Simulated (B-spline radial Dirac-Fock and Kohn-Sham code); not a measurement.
## Ag²⁺: eigenvalues, ΔSCF and the reference

System: Ag²⁺ in the configuration [Kr] 4d9.

The density-functional columns are spherical, spin-unpolarised Dirac-Kohn-Sham results without Breit or QED terms: −ε is minus the orbital energy of the initial state and ΔSCF the difference of two total energies. The reference in the last column comes from ΔSCF Dirac-Fock with Breit, self-energy and vacuum polarisation, finite nucleus, configuration average. All numbers are from a B-spline atomic structure program, in eV; a selection of levels is shown. For the 1s level of heavy atoms much of the gap between ΔSCF and the reference is the Breit and QED part, -78.4 eV here; for other levels the error of the functional can be larger.

```csv
level,LDA −ε,LDA ΔSCF,PBE −ε,PBE ΔSCF,Dirac-Fock
1s,25305.7,25617.2,25337.1,25649.6,25546.5
2s,3745.4,3799.6,3749.0,3803.0,3845.9
2p1/2,3484.4,3551.8,3485.6,3552.9,3558.2
2p3/2,3309.3,3373.2,3310.2,3374.0,3385.3
3s,704.8,723.5,705.9,724.5,753.5
3p1/2,600.8,619.9,601.1,620.2,638.8
3p3/2,569.9,588.5,570.2,588.7,607.5
3d3/2,385.1,405.2,384.6,404.8,406.0
4s,117.6,126.5,117.5,126.4,135.2
4p1/2,84.67,93.24,84.48,93.06,97.43
4p3/2,79.46,87.89,79.35,87.79,92.32
4d,29.15,36.44,28.89,36.19,34.30
```

Question: Order the estimates of the K (1s) level by their distance from the Dirac-Fock value, nearest first.
A. LDA −ε
B. LDA ΔSCF
C. PBE ΔSCF
D. PBE −ε

Answer: B (70.7 eV), C (103.1 eV), D (209.4 eV), A (240.8 eV).

Values without a named source are computed, but for edge energies of neutral atoms, which are taken from tables.
